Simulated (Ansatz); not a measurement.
The cluster W₂S₄⁻, relaxed as a doublet with UKS PBE-D4/def2-SVPD in Ansatz, starting from the GFN1-xTB geometry. Force threshold 0.02 eV/Å.

In the def2 sets W takes a core potential; there is no spin–orbit coupling. The charge -1 doublet is spin-contaminated (final ⟨S²⟩ up to 1.78, 0.75 for a pure state). The relaxation made no stability test and no search for a lower SCF solution. No other spin state of charge -1 was run. Another isomer (doublet) lies 0.22 eV lower at PBE0-D4/def2-TZVPD; other spin states weren't run for this one.

Start:

```xyz
6

W    -1.261    0.397   -0.079
W     1.261   -0.396    0.079
S     2.545    0.056    1.802
S     0.568    1.636   -0.855
S    -0.568   -1.636    0.855
S    -2.545   -0.057   -1.802
```

```csv
step,energy (eV),largest force component (eV/Å),SCF passes
1,-46971.9795,0.538,102
2,-46972.0360,0.132,42
3 (rejected),-46971.9959,0.742,40
4,-46972.0575,0.110,36
5 (rejected),-46972.0545,0.228,40
6,-46972.0633,0.047,37
7,-46972.0640,0.105,37
8,-46972.0646,0.011,32
```

Force components are those of the run's own axes.

End:

```csv
atom,x (Å),y (Å),z (Å)
W1,-1.347,0.357,-0.210
W2,1.332,-0.330,0.253
S3,2.787,-0.001,1.853
S4,0.505,1.573,-0.824
S5,-0.581,-1.555,0.811
S6,-2.696,-0.045,-1.883
```

By distances, no bond broke or formed. The bond that changes most is W1–S5, from 2.34 to 2.30 Å (atoms count from 1).

No frequencies were taken in this run, so the end may be a saddle point.

It took 47 s on 4 threads of Arm Neoverse V1 on a shared host.
